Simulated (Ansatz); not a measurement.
H7NO2Si2, SMILES `N[SiH](O)[SiH2]O`. The species carries charge 0 and has multiplicity 1. Geometry: relaxed with PBE0-D4/def2-TZVP. It is one conformer, not always the lowest.

```xyz
12

N     1.226   -1.279   -0.976
Si    0.527    0.218   -0.550
O     1.204    1.034    0.737
Si   -1.628   -0.048    0.338
O    -1.747    0.988    1.622
H     1.135   -2.108   -0.413
H     1.943   -1.369   -1.676
H     0.677    1.054   -1.774
H     2.098    1.370    0.649
H    -2.710    0.261   -0.634
H    -1.826   -1.462    0.775
H    -0.897    1.341    1.902
```

(1) What is the dipole moment at ωB97M-V/def2-TZVPP? (Estimate.)

(2) And with PBE, r2SCAN, B3LYP? (An estimate is asked.)

(3) Give the Mulliken charges with ωB97M-V, B3LYP, r2SCAN in def2-TZVPP. (Best estimate.)

Answers

(1) The calculation gave: 3.67 D, with components (3.44, -0.76, -1.02) D in this frame, pointing from negative to positive charge.

(2) The calculation gave: PBE 3.56 D, r2SCAN 3.63 D, B3LYP 3.65 D.

(3) Computed: 
```json
{"atom": "N1", "ωB97M-V": "-0.36", "B3LYP": "-0.39", "r2SCAN": "-0.45"}
{"atom": "Si2", "ωB97M-V": "0.40", "B3LYP": "0.45", "r2SCAN": "0.48"}
{"atom": "O3", "ωB97M-V": "-0.39", "B3LYP": "-0.41", "r2SCAN": "-0.43"}
{"atom": "Si4", "ωB97M-V": "0.33", "B3LYP": "0.40", "r2SCAN": "0.42"}
{"atom": "O5", "ωB97M-V": "-0.40", "B3LYP": "-0.41", "r2SCAN": "-0.43"}
{"atom": "H6", "ωB97M-V": "0.12", "B3LYP": "0.14", "r2SCAN": "0.16"}
{"atom": "H7", "ωB97M-V": "0.12", "B3LYP": "0.14", "r2SCAN": "0.16"}
{"atom": "H8", "ωB97M-V": "-0.06", "B3LYP": "-0.11", "r2SCAN": "-0.12"}
{"atom": "H9", "ωB97M-V": "0.17", "B3LYP": "0.17", "r2SCAN": "0.19"}
{"atom": "H10", "ωB97M-V": "-0.05", "B3LYP": "-0.09", "r2SCAN": "-0.09"}
{"atom": "H11", "ωB97M-V": "-0.07", "B3LYP": "-0.11", "r2SCAN": "-0.11"}
{"atom": "H12", "ωB97M-V": "0.20", "B3LYP": "0.20", "r2SCAN": "0.22"}
```

B3LYP here is the variant with VWN-RPA as its local correlation; programs differ in this.
